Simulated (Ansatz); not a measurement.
Start from `N=CC=O` and change one atom or group to get `N=C(Br)C=O`.

Ansatz, PBE0-D4/def2-TZVP geometries, multiplicity 1. Each molecule was computed in one conformer, which needn't be the lowest.

Scalar relativity is left out up to krypton.

| property | `N=CC=O` |
| --- | --- |
| HOMO energy (PBE/def2-TZVPP) / eV | -6.35 |
| size of the dipole moment (ωB97M-V/def2-TZVPP) / D | 2.21 |
| HOMO energy (B3LYP/def2-TZVPP) / eV | -7.71 |
| LUMO energy (ωB97M-V/def2-TZVPP) / eV | -0.37 |
| LUMO energy (PBE/def2-TZVPP) / eV | -3.79 |
| HOMO energy (PBE0/def2-TZVPP) / eV | -7.91 |

Problem. What does the change do to each property? (Estimate.)

Solution. Ansatz gave: 
```csv
property,`N=C(Br)C=O`,shift
HOMO energy (PBE/def2-TZVPP) / eV,-6.69,-0.34
size of the dipole moment (ωB97M-V/def2-TZVPP) / D,1.99,-0.22
HOMO energy (B3LYP/def2-TZVPP) / eV,-8.01,-0.30
LUMO energy (ωB97M-V/def2-TZVPP) / eV,-0.41,-0.04
LUMO energy (PBE/def2-TZVPP) / eV,-3.77,0.02
HOMO energy (PBE0/def2-TZVPP) / eV,-8.25,-0.34
```

Dipoles are sizes alone; their direction can turn.

B3LYP here is the variant with VWN-RPA as its local correlation; programs differ in this.

Spin–orbit coupling is left out; it splits and shifts lone-pair levels of the heavy atoms by tenths of an eV.
